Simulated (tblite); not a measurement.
Record of a relaxation.

C3H4ClFOSi.
SMILES with atom numbers: `[O:1]=[C:2]([Cl:3])/[C:4]([F:5])=[CH:6]/[SiH3:7]` (hydrogens: H8 on C6; H9, H10, H11 on Si7)

Computed with GFN2-xTB (tblite), gas phase: L-BFGS steps from a force-field or distance-geometry start until the largest atomic force falls under 0.01 eV/Å. 6 of its 43 geometries are shown.

Step 0: E = -639.1926 eV, largest atomic force 4.828 eV/Å
```
atom  x, y, z in Å  |  force x, y, z in eV/Å
O1      2.288   -1.548    0.548   -0.225   4.603  -1.438
C2      2.131   -0.344    0.174    0.899  -3.956   1.284
Cl3     3.492    0.732   -0.094   -0.479  -0.448   0.104
C4      0.798    0.207   -0.035    0.388  -0.325   0.157
F5      0.673    1.503   -0.416    0.195  -0.661   0.197
C6     -0.267   -0.571    0.167   -0.024   0.171   0.058
Si7    -1.908    0.217   -0.125   -1.439   0.966  -0.147
H8     -0.193   -1.598    0.488    0.428   0.180  -0.067
H9     -2.946   -0.763   -0.434    0.068  -0.144   0.156
H10    -2.303    1.104    1.007    0.204  -0.411  -0.256
H11    -1.759    1.065   -1.307   -0.014   0.024  -0.048
```

Step 8: E = -639.5544 eV, largest atomic force 0.240 eV/Å
```
atom  x, y, z in Å  |  force x, y, z in eV/Å
O1      2.374   -1.516    0.537   -0.064   0.156  -0.051
C2      2.143   -0.395    0.197    0.076  -0.117   0.056
Cl3     3.464    0.732   -0.097   -0.133   0.014  -0.012
C4      0.799    0.168   -0.010    0.239   0.020   0.014
F5      0.740    1.456   -0.399    0.101  -0.050   0.030
C6     -0.316   -0.536    0.169    0.088   0.017  -0.049
Si7    -1.994    0.271   -0.165   -0.008   0.058   0.024
H8     -0.158   -1.557    0.476   -0.158  -0.028   0.024
H9     -2.959   -0.802   -0.405    0.022   0.045   0.042
H10    -2.304    1.079    1.024   -0.027  -0.095  -0.130
H11    -1.782    1.102   -1.352   -0.136  -0.021   0.051
```

Step 17: E = -639.5739 eV, largest atomic force 0.072 eV/Å
```
atom  x, y, z in Å  |  force x, y, z in eV/Å
O1      2.409   -1.524    0.544   -0.022   0.012   0.006
C2      2.166   -0.408    0.208    0.052  -0.008   0.002
Cl3     3.461    0.747   -0.102   -0.034  -0.047   0.018
C4      0.826    0.157   -0.003    0.067   0.004   0.002
F5      0.800    1.446   -0.388   -0.038   0.012  -0.015
C6     -0.310   -0.521    0.152    0.056   0.020  -0.002
Si7    -1.992    0.277   -0.177   -0.056   0.045   0.005
H8     -0.214   -1.546    0.474    0.013  -0.018  -0.013
H9     -2.952   -0.804   -0.382   -0.004  -0.042  -0.008
H10    -2.329    1.062    1.010   -0.006   0.016   0.011
H11    -1.859    1.117   -1.362   -0.027   0.007  -0.006
```

Step 25: E = -639.5761 eV, largest atomic force 0.059 eV/Å
```
atom  x, y, z in Å  |  force x, y, z in eV/Å
O1      2.404   -1.530    0.555   -0.026   0.036  -0.006
C2      2.172   -0.412    0.212   -0.009   0.004  -0.005
Cl3     3.473    0.732   -0.093   -0.002  -0.021   0.010
C4      0.835    0.161   -0.007    0.002   0.016  -0.013
F5      0.807    1.450   -0.394    0.050   0.032  -0.003
C6     -0.305   -0.509    0.145    0.009  -0.015  -0.008
Si7    -1.996    0.279   -0.172   -0.042   0.026  -0.009
H8     -0.209   -1.537    0.457    0.001  -0.044   0.020
H9     -2.936   -0.821   -0.379    0.003  -0.013   0.016
H10    -2.339    1.069    1.012    0.010  -0.021  -0.005
H11    -1.899    1.121   -1.361    0.006   0.000   0.003
```

Step 34: E = -639.5776 eV, largest atomic force 0.025 eV/Å
```
atom  x, y, z in Å  |  force x, y, z in eV/Å
O1      2.378   -1.531    0.566    0.012   0.001  -0.003
C2      2.167   -0.412    0.214    0.007  -0.004   0.006
Cl3     3.488    0.711   -0.081   -0.005  -0.014   0.004
C4      0.840    0.175   -0.018    0.001   0.011   0.005
F5      0.829    1.464   -0.402   -0.001   0.017  -0.015
C6     -0.301   -0.496    0.130    0.000   0.004   0.004
Si7    -2.003    0.276   -0.173   -0.021   0.013  -0.003
H8     -0.201   -1.523    0.445    0.001  -0.011  -0.001
H9     -2.925   -0.844   -0.363    0.004   0.019   0.001
H10    -2.341    1.059    1.016    0.003  -0.019  -0.007
H11    -1.926    1.125   -1.359   -0.001  -0.017   0.008
```

Step 42: E = -639.5778 eV, largest atomic force 0.008 eV/Å
```
atom  x, y, z in Å  |  force x, y, z in eV/Å
O1      2.376   -1.531    0.566   -0.001  -0.003   0.002
C2      2.167   -0.412    0.215    0.006   0.000  -0.002
Cl3     3.491    0.706   -0.078    0.000   0.003   0.001
C4      0.841    0.178   -0.019    0.001  -0.002  -0.004
F5      0.832    1.467   -0.406    0.002   0.003   0.000
C6     -0.300   -0.493    0.129   -0.001   0.000  -0.001
Si7    -2.004    0.276   -0.174   -0.008   0.002   0.000
H8     -0.200   -1.520    0.443    0.003  -0.002   0.004
H9     -2.927   -0.843   -0.362    0.000   0.004  -0.003
H10    -2.342    1.053    1.019    0.000  -0.001  -0.001
H11    -1.929    1.122   -1.361   -0.001  -0.003   0.004
```

Q: Summarise the path.

A: The energy falls by 8.88 kcal/mol from step 0 to step 42; nine tenths of that is first reached at step 6. It falls at every step. The largest force goes from 4.828 to 0.008 eV/Å. Among the bonds O1=C2 changes most, from 1.271 to 1.192 Å; the atoms move by 0.109 Å rms after alignment.
